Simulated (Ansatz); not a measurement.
The inner images of a band of BrGaH2 + CH4 (9 atoms, charge 0, multiplicity 1) are given out of order.

Level of theory: RKS B3LYP-D4/def2-SVP (Ansatz 0.2.0).

Initial state:

```xyz
9
Properties=species:S:1:pos:R:3
Ga -0.783 -0.623 -1.453
Br 0.821 0.321 -2.840
H -0.549 -2.123 -1.091
H -1.983 0.307 -1.093
H 1.023 0.749 0.381
C 0.495 0.426 1.290
H -0.350 1.099 1.490
H 1.197 0.450 2.135
H 0.130 -0.608 1.181
```

Final state:

```xyz
9
Properties=species:S:1:pos:R:3
Ga -0.817 -0.684 -0.496
Br 1.180 0.869 -2.159
H -0.357 -2.091 -1.043
H -2.073 0.025 -1.138
H 1.781 1.388 -0.968
C -0.034 0.027 1.190
H -0.116 1.124 1.255
H 1.022 -0.266 1.311
H -0.587 -0.392 2.049
```

Task: Put them in order from the first end to the last, with their energies above the first end.
A.
```xyz
9
Properties=species:S:1:pos:R:3
Ga -0.728 -0.576 -0.720
Br 1.223 0.855 -1.983
H -0.326 -2.057 -1.001
H -2.046 0.191 -1.046
H 0.831 0.567 -0.433
C 0.207 0.212 1.001
H -0.138 1.218 1.278
H 1.278 0.107 1.244
H -0.301 -0.518 1.661
```
B.
```xyz
9
Properties=species:S:1:pos:R:3
Ga -0.706 -0.623 -1.439
Br 0.809 0.456 -2.834
H -0.341 -2.097 -1.076
H -1.986 0.197 -1.084
H 0.845 0.595 0.276
C 0.439 0.413 1.284
H -0.163 1.278 1.592
H 1.286 0.275 1.970
H -0.183 -0.495 1.311
```
C.
```xyz
9
Properties=species:S:1:pos:R:3
Ga -0.659 -0.579 -1.288
Br 0.943 0.631 -2.502
H -0.285 -2.066 -0.994
H -2.005 0.168 -1.028
H 0.644 0.479 0.103
C 0.386 0.363 1.168
H -0.106 1.289 1.490
H 1.347 0.217 1.675
H -0.264 -0.500 1.376
```
D.
```xyz
9
Properties=species:S:1:pos:R:3
Ga -0.813 -0.638 -0.546
Br 1.276 0.904 -2.092
H -0.379 -2.066 -1.046
H -2.076 0.100 -1.127
H 1.342 0.922 -0.659
C 0.051 0.105 1.100
H -0.179 1.170 1.263
H 1.145 -0.041 1.154
H -0.365 -0.457 1.954
```
E.
```xyz
9
Properties=species:S:1:pos:R:3
Ga -0.672 -0.550 -1.014
Br 1.085 0.780 -2.161
H -0.308 -2.062 -0.969
H -2.047 0.182 -0.988
H 0.639 0.455 -0.078
C 0.328 0.301 1.025
H -0.109 1.255 1.334
H 1.351 0.161 1.384
H -0.268 -0.522 1.468
```

Result: B (0.00 eV), C (+0.11 eV), E (+0.76 eV), A (+1.92 eV), D (+1.61 eV).

The run took 2.4 min on 2 threads of Arm Neoverse V2 (shared host), peak memory 0.28 GiB.
